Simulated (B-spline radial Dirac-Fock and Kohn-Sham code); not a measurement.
**Kohn-Sham estimates against Dirac-Fock for the levels of Fe⁷⁺**

System: iron as Fe⁷⁺, [Ar] 3d1.

The density-functional columns are spherical, spin-unpolarised Dirac-Kohn-Sham results without Breit or QED terms: −ε is minus the orbital energy of the initial state and ΔSCF the difference of two total energies. The reference in the last column comes from Dirac-Fock ΔSCF + Breit + QED. All numbers are from a radial finite-basis atomic code, in eV; a selection of levels is shown. The Kohn-Sham columns are given as differences from the reference. For the 1s level of heavy atoms much of the gap between ΔSCF and the reference is the Breit and QED part, -11.4 eV here; for other levels the error of the functional can be larger.

| level | LDA −ε − DF | LDA ΔSCF − DF | PBE −ε − DF | PBE ΔSCF − DF | Dirac-Fock |
| --- | --- | --- | --- | --- | --- |
| K (1s) | -154.5 | +10.6 | -139.1 | +26.6 | 7282.9 |
| L1 (2s) | -56.1 | -21.6 | -54.4 | -20.0 | 1024.4 |
| L2 (2p1/2) | -40.1 | -0.3 | -39.7 | 0.0 | 896.6 |
| L3 (2p3/2) | -40.4 | -1.1 | -40.0 | -0.7 | 884.4 |
| M1 (3s) | -21.4 | -7.4 | -20.9 | -6.8 | 248.7 |
| M2 (3p1/2) | -12.9 | +1.0 | -12.8 | +1.1 | 206.5 |
| M3 (3p3/2) | -12.9 | +0.9 | -12.8 | +1.0 | 204.6 |
| M4,5 (3d) | -12.7 | +1.3 | -13.1 | +0.9 | 149.9 |

Values without a named source are computed, but for edge energies of neutral atoms, which are taken from tables.
